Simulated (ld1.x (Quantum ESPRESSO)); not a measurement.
Values are calculated unless marked as measured or tabulated.
**Pseudopotentials across the periodic table**

Generated with ld1.x 7.5 (TM, RRKJ, ultrasoft, PAW), atompaw 4.2 or ONCVPSP 4.0.1. The cutoff is in Ry: for ld1.x and atompaw files where the sum of valence levels is converged to 10 mRy in a Bessel basis, for ONCV files where the hardest occupied wave has 1 mHa per electron of residual kinetic energy. The error is the largest all-electron minus pseudo excitation energy over each file’s own four to seven test configurations (ionisations up to +4, promotions, holes and added fractions of an electron), all of which were solved. The labels leave out finer settings (local radius, basis sizes, second energies), which also bear on the numbers. Spin-polarised tests are not counted. The rows are a selection from randomly drawn settings: files with unsolved tests, undetermined cutoffs or missed reference levels are left out.

| element | potential | cutoff (Ry) | largest error (meV) | bound ghosts |
| --- | --- | --- | --- | --- |
| H | TM, PW91, scalar-relativistic, rc 0.85/0.85 (sp), local smoothed, core correction no, reference 1s0.75 | 30 | +3.2 | none |
| Be | TM, LDA (PZ), scalar-relativistic, rc 2.20/3.65/3.05 (spd), local s, core correction no, reference 2s1.75 2p0 | 8 | -69 | none |
| P | PAW, LDA (PZ), scalar-relativistic, rc 1.50/1.75 (sp), local smoothed, core correction yes, reference 3s2 3p3 | 15 | -162 | none |
| Cl | PAW, PBE, non-relativistic, rc 1.25/1.45/1.10 (spd), local smoothed, core correction yes, reference 3s2 3p5 | 30 | -11 | none |
| Nb | TM, LDA (PZ), scalar-relativistic, rc 2.75/3.55/2.50 (spd), local smoothed, core correction yes, reference 4d3 5s2 5p0 | 30 | -161 | none |

Problem. Fill in the row for Br: RRKJ, PW91, scalar-relativistic, rc 1.40/1.40/0.90/1.10 (spdf), local s, core correction no, reference 3d10 4s2 4p5.

Solution. cutoff 300 Ry, largest error -1068 meV, bound ghosts: none.

Problem. Fill in the row for Rh: TM, PBE, fully relativistic, rc 2.30/3.05/1.95 (spd), local s, core correction yes, reference 4d8 5s0.75 5p0.25.

Solution. cutoff 50 Ry, largest error -1820 meV, bound ghosts: none.

Problem. Fill in the row for S: PAW, PBE, non-relativistic, rc 1.55/1.25 (sp), local smoothed, core correction yes, reference 3s2 3p4.

Solution. cutoff 21 Ry, largest error -52 meV, bound ghosts: none.
